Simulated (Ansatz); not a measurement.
Basis-set series for CH₄Cl₂OSTi (`C[S][Ti]([OH])([Cl])[Cl]`). Charge 0, multiplicity 1. All single points use the PBE0-D4/def2-TZVP geometry. It is one conformer, not always the lowest.

```json
{"functional": "PBE0-D4", "basis": "def2-SVP", "functions": "133", "energy (Eh)": "-2282.65484", "HOMO (eV)": "-7.37", "LUMO (eV)": "-2.88"}
{"functional": "PBE0-D4", "basis": "def2-TZVPP", "functions": "308", "energy (Eh)": "-2283.36430", "HOMO (eV)": "-7.45", "LUMO (eV)": "-2.89"}
{"functional": "ωB97M-V", "basis": "def2-SVP", "functions": "133", "energy (Eh)": "-2283.23886", "HOMO (eV)": "-9.43", "LUMO (eV)": "-0.70"}
{"functional": "ωB97M-V", "basis": "def2-TZVPP", "functions": "308", "energy (Eh)": "-2283.94796", "HOMO (eV)": "-9.56", "LUMO (eV)": "-0.77"}
```

Question: Give the rows for def2-QZVPP. (An estimate is asked.)

Answer: The calculation gave: 
| functional | basis | functions | energy (Eh) | HOMO (eV) | LUMO (eV) |
| --- | --- | --- | --- | --- | --- |
| PBE0-D4 | def2-QZVPP | 537 | -2283.42588 | -7.47 | -2.91 |
| ωB97M-V | def2-QZVPP | 537 | -2284.00627 | -9.59 | -0.81 |

Scalar relativity is left out up to krypton.

All numbers were calculated with Ansatz.
